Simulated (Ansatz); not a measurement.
Geometry optimisation, RKS B3LYP-D4/def2-SVP (Ansatz 0.2.0).

input.yaml

```yaml
crystal:
  periodic: [false, false, false]
  atoms:
    - { symbol: Zn, position_ang: [-0.850507, 0.236467, -0.628909] }
    - { symbol: "N", position_ang: [1.843704, 1.030741, 0.946064] }
    - { symbol: C, position_ang: [-1.564135, -1.562578, -0.619111] }
    - { symbol: H, position_ang: [1.403212, 1.785488, 0.415637] }
    - { symbol: F, position_ang: [-0.393573, 1.95151, -0.803484] }
    - { symbol: H, position_ang: [1.880528, 1.340346, 1.918332] }
    - { symbol: H, position_ang: [2.812836, 0.973064, 0.63034] }
    - { symbol: H, position_ang: [-0.775637, -2.300527, -0.406776] }
    - { symbol: H, position_ang: [-2.007865, -1.794147, -1.600174] }
    - { symbol: H, position_ang: [-2.348562, -1.660365, 0.147981] }
basis:
  gaussian: { orbitals: def2-SVP }
hamiltonian:
  xc: b3lyp
  dispersion: d4
relax:
  f_tol: 0.03
  max_steps: 50
```

Run as:

```bash
$ ansatz run input.yaml --threads 2 --pin off --max-ram 3072MiB --backend cpu --events-out ev --progress --plain --runs-dir out
```

Where does it end, and by what steps?

It converged. The force dipped under the threshold on the way, but the program's further checks kept it going. After 18 steps the energy has fallen by 0.427 eV; H7 moved furthest, 0.73 Å. Joined: Zn1–N2.

| step | energy less start (eV) | largest force component (eV/Å) | accepted |
| --- | --- | --- | --- |
| 0 | 0.0000 | 0.325 | yes |
| 1 | -0.1232 | 0.347 | yes |
| 2 | -0.2729 | 0.424 | yes |
| 3 | -0.3873 | 0.486 | yes |
| 4 | -0.4116 | 0.300 | yes |
| 5 | -0.4177 | 0.299 | yes |
| 6 | -0.4237 | 0.151 | yes |
| 7 | -0.4247 | 0.046 | yes |
| 8 | -0.4251 | 0.046 | yes |
| 9 | -0.4254 | 0.015 | yes |
| 10 | -0.4256 | 0.026 | yes |
| 11 | -0.4257 | 0.047 | yes |
| 12 | -0.4259 | 0.045 | yes |
| 13 | -0.4261 | 0.073 | yes |
| 14 | -0.4263 | 0.061 | yes |
| 15 | -0.4265 | 0.043 | yes |
| 16 | -0.4268 | 0.019 | yes |
| 17 | -0.4270 | 0.047 | yes |
| 18 | -0.4272 | 0.024 | yes |

```xyz
10
Properties=species:S:1:pos:R:3
Zn -0.413 0.369 -0.478
N 1.356 0.892 0.750
C -1.260 -1.394 -0.482
H 1.305 1.835 0.347
F -0.244 2.100 -1.007
H 1.280 0.963 1.766
H 2.273 0.494 0.539
H -0.509 -2.196 -0.584
H -1.980 -1.493 -1.311
H -1.808 -1.569 0.460
```

Whether the end is a true minimum wasn't checked by a vibrational analysis.

The run took 70 s on 2 threads of Intel(R) Xeon(R) Platinum 8259CL CPU @ 2.50GHz (Skylake/Cascade Lake), on a shared host, peak memory 0.24 GiB.
